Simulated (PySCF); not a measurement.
# Atomic charges against the basis set

C₃H₅AlF₂.
Structure used (PBE0-D3(BJ)/def2-SVP), in Å, numbered top down from 1:
```xyz
11
C3H5AlF2 angstrom
C     -1.626    0.151    0.606
C     -0.879   -0.635   -0.173
C      0.607   -0.533   -0.369
Al     1.495    0.699    0.839
F      2.876    0.265    1.648
F      0.942    2.239    1.127
H     -2.706    0.007    0.691
H     -1.197    0.989    1.170
H     -1.383   -1.436   -0.731
H      0.833   -0.246   -1.414
H      1.079   -1.524   -0.249
```

PBE0 throughout (PySCF), one geometry, spherical d and f functions. Geometry: PBE0-D3(BJ)/def2-SVP, one conformer, isolated molecule. Atoms taken as equivalent share a column and are averaged. The first 7 of 9 kinds of atom are listed.

Mulliken charges (e):

| basis | functions | C1 | C2 | C3 | Al4 | F5/F6 | H7 | H8 |
| --- | --- | --- | --- | --- | --- | --- | --- | --- |
| STO-3G | 39 | -0.190 | -0.084 | -0.364 | +0.870 | -0.284 | +0.078 | +0.066 |
| 6-31G | 68 | -0.377 | -0.054 | -0.807 | +1.341 | -0.525 | +0.170 | +0.165 |
| pcSseg-0 | 68 | -0.457 | -0.182 | -1.150 | +1.589 | -0.525 | +0.229 | +0.221 |
| 6-31G* | 98 | -0.414 | -0.081 | -0.632 | +1.109 | -0.464 | +0.178 | +0.178 |
| cc-pVDZ | 113 | -0.061 | -0.114 | -0.186 | +0.846 | -0.389 | +0.049 | +0.060 |
| def2-SVP | 113 | -0.122 | -0.097 | -0.350 | +1.043 | -0.404 | +0.059 | +0.058 |
| aug-cc-pVDZ | 187 | +0.514 | +0.871 | -0.041 | +1.377 | -0.648 | -0.432 | -0.469 |
| 6-311+G(2d,p) | 200 | -0.420 | +0.235 | -1.022 | +1.513 | -0.516 | +0.123 | +0.130 |
| def2-TZVP | 222 | -0.298 | -0.137 | -0.391 | +0.822 | -0.345 | +0.131 | +0.147 |
| cc-pVTZ | 254 | -0.278 | -0.123 | -0.240 | +0.712 | -0.328 | +0.124 | +0.120 |
| IGLO-III | 269 | -0.244 | -0.034 | -0.564 | +1.450 | -0.595 | +0.115 | +0.085 |

IAO charges (e):

```tsv
basis	functions	C1	C2	C3	Al4	F5/F6	H7	H8
STO-3G	39	-0.277	-0.128	-0.609	+1.308	-0.466	+0.134	+0.118
6-31G	68	-0.324	-0.114	-0.653	+1.363	-0.540	+0.160	+0.148
pcSseg-0	68	-0.313	-0.117	-0.669	+1.371	-0.530	+0.154	+0.141
6-31G*	98	-0.314	-0.109	-0.649	+1.425	-0.557	+0.152	+0.141
cc-pVDZ	113	-0.319	-0.112	-0.644	+1.411	-0.555	+0.154	+0.144
def2-SVP	113	-0.312	-0.107	-0.646	+1.421	-0.554	+0.149	+0.139
aug-cc-pVDZ	187	-0.332	-0.116	-0.653	+1.443	-0.569	+0.159	+0.149
6-311+G(2d,p)	200	-0.331	-0.116	-0.661	+1.458	-0.572	+0.159	+0.148
def2-TZVP	222	-0.331	-0.115	-0.664	+1.465	-0.574	+0.158	+0.148
cc-pVTZ	254	-0.332	-0.115	-0.663	+1.458	-0.571	+0.158	+0.148
IGLO-III	269	-0.333	-0.116	-0.664	+1.465	-0.574	+0.159	+0.149
```

Hirshfeld charges (e):

```tsv
basis	functions	C1	C2	C3	Al4	F5/F6	H7	H8
STO-3G	39	-0.085	-0.031	-0.155	+0.661	-0.229	+0.024	+0.021
6-31G	68	-0.102	-0.033	-0.187	+0.709	-0.312	+0.051	+0.044
pcSseg-0	68	-0.102	-0.031	-0.194	+0.743	-0.311	+0.048	+0.037
6-31G*	98	-0.102	-0.034	-0.190	+0.680	-0.294	+0.049	+0.044
cc-pVDZ	113	-0.102	-0.034	-0.197	+0.677	-0.287	+0.049	+0.040
def2-SVP	113	-0.106	-0.034	-0.203	+0.698	-0.291	+0.049	+0.040
aug-cc-pVDZ	187	-0.109	-0.043	-0.211	+0.730	-0.306	+0.053	+0.041
6-311+G(2d,p)	200	-0.106	-0.043	-0.206	+0.728	-0.305	+0.052	+0.041
def2-TZVP	222	-0.108	-0.040	-0.207	+0.708	-0.295	+0.051	+0.041
cc-pVTZ	254	-0.107	-0.038	-0.208	+0.703	-0.293	+0.051	+0.040
IGLO-III	269	-0.110	-0.042	-0.209	+0.711	-0.294	+0.051	+0.040
```

**Question.** Which scheme is steadiest as the basis changes?

**Answer.** Largest range over the bases for any column: Hirshfeld 0.08 e, IAO 0.16 e, Mulliken 1.11 e. Hirshfeld charges move least and Mulliken charges most, counted in e. Without the minimal STO-3G basis the ranges are Hirshfeld 0.07, IAO 0.10, Mulliken 1.11 e.

**Question.** How much do the charges still move between the two largest bases, cc-pVTZ and IGLO-III?

**Answer.** At most, over all atoms: Mulliken 0.738 e, IAO 0.007 e, Hirshfeld 0.008 e.

**Question.** What do the same runs give for the total energy, the frontier levels and the dipole moment?

**Answer.** 
```tsv
basis	energy (Eh)	HOMO (eV)	LUMO (eV)	μ (D)
STO-3G	-551.8646	-4.43	3.79	0.66
6-31G	-559.0106	-7.68	-0.55	3.03
pcSseg-0	-558.1539	-7.88	-0.29	2.52
6-31G*	-559.0951	-7.50	-0.19	2.34
cc-pVDZ	-559.1250	-7.69	-0.40	2.56
def2-SVP	-558.8038	-7.71	-0.29	2.35
aug-cc-pVDZ	-559.1605	-7.81	-0.82	2.59
6-311+G(2d,p)	-559.2355	-7.82	-0.82	2.60
def2-TZVP	-559.2694	-7.79	-0.49	2.47
cc-pVTZ	-559.2522	-7.77	-0.45	2.45
IGLO-III	-559.2773	-7.80	-0.52	2.47
```

The dipole is fixed by the density alone, so its range of 2.37 D shows that the density itself changes with the basis, not only its division among atoms.
